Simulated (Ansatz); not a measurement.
Geometry optimisation, Ansatz, RKS PBE-D4/STO-3G.

Input file:

```yaml
crystal:
  periodic: [false, false, false]
  atoms:
    - { symbol: "N", position_ang: [-0.1413, -1.9781, 0.765] }
    - { symbol: C, position_ang: [-0.1986, -0.5059, 0.5818] }
    - { symbol: F, position_ang: [0.7577, -0.036, 1.373] }
    - { symbol: O, position_ang: [0.2229, -0.1901, -0.744] }
    - { symbol: Si, position_ang: [0.0481, 1.385, -1.193] }
    - { symbol: F, position_ang: [0.0613, 1.52003, -2.80561] }
    - { symbol: H, position_ang: [0.722, -2.2434, 0.3659] }
    - { symbol: H, position_ang: [-0.0777, -2.0832, 1.7465] }
    - { symbol: H, position_ang: [-1.1549, -0.0688, 0.9414] }
    - { symbol: H, position_ang: [-1.30065, 1.8454, -0.7135] }
    - { symbol: H, position_ang: [1.10827, 2.1973, -0.64309] }
basis:
  gaussian: { orbitals: STO-3G }
hamiltonian:
  xc: pbe
  dispersion: d4
relax:
  f_tol: 0.015
  max_steps: 40
```

Run as:

```bash
$ ansatz run input.yaml --threads 1 --pin off --max-ram 2048MiB --backend cpu --events-out ev --progress --plain --runs-dir out
```

Q: Where does it end, and by what steps?

A: It converged. Limits of this set-up: minimal basis. After 25 steps the energy has fallen by 1.212 eV; F3 moved furthest, 1.04 Å.

```tsv
step	energy less start (eV)	largest force component (eV/Å)	accepted
0	0.0000	4.910	yes
1	-0.9642	1.703	yes
2	-1.0840	0.653	yes
3	-1.0936	0.443	yes
4	-1.1040	0.098	yes
5	-1.1061	0.070	yes
6	-1.1083	0.033	yes
7	-1.1096	0.343	yes
8	-1.1163	0.137	yes
9	-1.1199	0.077	yes
10	-1.1237	0.242	yes
11	-1.1291	0.177	yes
12	-1.1375	0.174	yes
13	-1.1624	0.246	yes
14	-1.1727	0.574	yes
15	-1.1944	0.335	yes
16	-1.2038	0.159	yes
17	-1.2083	0.087	yes
18	-1.2083	0.124	no
19	-1.2092	0.049	yes
20	-1.2103	0.046	yes
21	-1.2112	0.047	yes
22	-1.2116	0.037	yes
23	-1.2119	0.022	yes
24	-1.2119	0.022	yes
25	-1.2120	0.007	yes
```

```xyz
11
Properties=species:S:1:pos:R:3
N 0.235 -1.903 0.680
C -0.589 -0.660 0.425
F -0.045 0.552 1.067
O -0.600 -0.300 -0.959
Si 0.142 1.320 -0.974
F 0.104 1.542 -2.613
H 1.241 -1.645 0.430
H 0.261 -2.019 1.741
H -1.615 -0.861 0.873
H -0.649 2.420 -0.403
H 1.561 1.396 -0.592
```

Run time: 2.5 min on 1 thread of Arm Neoverse N1 (shared host), peak memory 0.18 GiB.
